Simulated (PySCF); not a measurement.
These 2 structures share the formula C7H9FO. Level of theory: PBE0-D3(BJ)/def2-SVP geometry optimisation, gas phase (PySCF 2.14.0). One conformer each; no zero-point energy, no entropy. No frequencies were run at this level. Point groups hold within 0.08 Å.

Task: Order them by energy at this level, lowest first, and give relative energies in kcal/mol.
A. `[CH3:1][C@H:2]1[CH2:3][CH:4]=[C:5]([F:6])[C:7](=[O:8])[CH2:9]1` with C1–C2–C3–C4 174°, C2–C3–C4–C5 -21°, C4–C5–C7–O8 179°, C5–C7–C9–C2 33°
B. `[CH:1]#[C:2][C@@H:3]1[CH2:4][CH2:5][C@@:6]1([F:7])[O:8][CH3:9]` with C5–C6–O8–C9 171°, C2–C3–C4–C5 -140°, C3–C4–C5–C6 18°, C4–C5–C6–F7 93°, C2–C3–C6–C5 140°

Result: A (0.0), B (59.5).

As drawn, the lower has a C=O bond and a C=C bond outside aromatic rings, which the higher lacks; the higher has a four-membered ring and a C≡C bond, which the lower lacks.

```tsv
SMILES	E (Eh)	E rel (kcal/mol)	dipole (D)	point group	A, B, C (MHz)
C[C@H]1CC=C(F)C(=O)C1	-446.40553	0.0	4.43	C1	2927, 1255, 911.8
C#C[C@@H]1CC[C@@]1(F)OC	-446.31076	59.5	1.22	C1	2067, 1619, 1154
```

Task: How do the relative energies change in single points at CAM-B3LYP/def2-SVPD (no added dispersion term) on the same geometries?

Result: 
```json
{"SMILES": "C[C@H]1CC=C(F)C(=O)C1", "PBE0-D3(BJ)/def2-SVP (kcal/mol)": "0.0", "CAM-B3LYP/def2-SVPD (kcal/mol)": "0.0", "shift": "0.0"}
{"SMILES": "C#C[C@@H]1CC[C@@]1(F)OC", "PBE0-D3(BJ)/def2-SVP (kcal/mol)": "59.5", "CAM-B3LYP/def2-SVPD (kcal/mol)": "56.2", "shift": "-3.3"}
```

Each column counts from its own lowest isomer. The order is unchanged; the largest shift is 3.3 kcal/mol.
